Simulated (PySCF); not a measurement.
## Molecular orbitals of NiP

UHF at R = 2.128 Å; Ni def2-TZVPP, P def2-TZVPP; no relativity (PySCF 2.14). State: ⁴Δ (quartet), unpaired electrons π ↑↑, δ ↑. Only the outer orbitals are listed, counted within each symmetry.

| spin | orbital | occ. | ε (eV) | on Ni (%) | main shells (%) |
| --- | --- | --- | --- | --- | --- |
| α | 1δ | 1 | -16.39 | 100 | 100 Ni d |
| α | 1δ | 1 | -14.88 | 100 | 100 Ni d |
| α | 4π | 1 | -14.54 | 96 | 96 Ni d |
| α | 4π | 1 | -14.54 | 96 | 96 Ni d |
| α | 10σ | 1 | -13.74 | 91 | 90 Ni d |
| α | 5π | 1 | -9.09 | 7 | 93 P p |
| α | 5π | 1 | -9.09 | 7 | 93 P p |
| α | 11σ | 1 | -8.48 | 23 | 75 P p, 18 Ni s |
| α | 12σ | 0 | 0.47 | 96 | 94 Ni s, 9 P p |
| α | 6π | 0 | 3.82 | 95 | 91 Ni p |
| α | 6π | 0 | 3.82 | 95 | 91 Ni p |
| β | 9σ | 1 | -16.53 | 18 | 81 P s, 10 Ni d |
| β | 1δ | 1 | -14.15 | 100 | 100 Ni d |
| β | 4π | 1 | -12.54 | 99 | 99 Ni d |
| β | 4π | 1 | -12.54 | 99 | 99 Ni d |
| β | 10σ | 1 | -11.20 | 82 | 80 Ni d, 10 P s |
| β | 11σ | 1 | -7.64 | 31 | 67 P p, 26 Ni s |
| β | 12σ | 0 | 0.73 | 88 | 81 Ni s, 14 P p |
| β | 5π | 0 | 1.57 | 28 | 72 P p, 30 Ni p |
| β | 5π | 0 | 1.57 | 28 | 72 P p, 30 Ni p |

**Question.** Which are the highest filled and the lowest empty level, where do they sit, and how wide is the gap?

**Answer.** Highest filled β 11σ at -7.64 eV (in %: 67 P p, 26 Ni s); lowest empty α 12σ at 0.47 eV (in %: 94 Ni s, 9 P p); the gap at UHF is 8.11 eV. An empty level above zero is unbound, and its energy depends on the basis.

```json
{
 "bond order (Mayer)": "1.05",
 "⟨S²⟩": "3.790",
 "charge on Ni (Mulliken, basis-dependent)": "0.45",
 "charge on Ni (Löwdin, basis-dependent)": "-0.05",
 "dipole moment (positive dipole means Ni(−)P(+))": "-4.85 D",
 "polarisability along the bond": "78.0 bohr³",
 "polarisability across the bond": "39.9 bohr³"
}
```

With d or f electrons several states lie close, and the lowest PBE0 determinant need not be the measured ground state.
